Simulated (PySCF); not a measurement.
Cartesian coordinates (Å):
```xyz
6

Hf     0.0902    -0.0094    -0.0075
O      0.1353    -0.3801    -1.8642
H      0.1634    -0.5682    -2.8041
H     -0.7907     1.6107     0.2324
H     -0.8233    -1.3948     0.8316
H      1.8457     0.0919     0.5970
```
Charge 0, spin multiplicity 1.

Task: Give the dipole moment, total energy and HOMO–LUMO gap at the level TPSSh-D3(BJ)/def2-TZVP // r2SCAN-D4/def2-SVP in PySCF.

Result: 
| Quantity | Result |
|---|---|
| dipole moment | 2.02 D |
| total energy | -125.6934 Ha |
| HOMO–LUMO gap | 5.66 eV |
